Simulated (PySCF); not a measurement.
Worked example: oscillator strength and radiative lifetime

Al(Et)3 (C6H15Al), SMILES C[CH2][Al]([CH2]C)[CH2]C.

Geometry: PBE0-D3(BJ)/def2-SVP. The isomer is the one that the SMILES or the coordinates give; other isomers of the formula were not compared. Other conformers were not sampled.

PySCF with TDDFT-LC-ωPBE/def2-SVP puts the first singlet state with f over 0.02 at 7.26 eV (vertical), with the transition dipole (0.825, 0.236, 0.013) in atomic units.

### Question
Find the oscillator strength, the wavelength and the radiative lifetime that this transition would have in vacuum if emission retraced absorption.

### Answer

|μ|² = 0.7365 au, so |μ| = 2.18 D. ΔE = 7.26/27.211 = 0.2668 hartree. f = (2/3) ΔE |μ|² = 0.131 (the program prints 0.131).
λ = 1239.84/7.26 = 171 nm; ν = 58556 cm⁻¹.
Einstein's coefficient A = 0.6670 ν² f s⁻¹ (ν in cm⁻¹) = 3.0e8 s⁻¹, so τ = 1/A = 3.3 ns. This state is S3; the lower singlets have f = 0.000, 0.000. The figure is the radiative limit of this one transition; relaxation, internal conversion, crossing to triplets and a medium change what is measured.
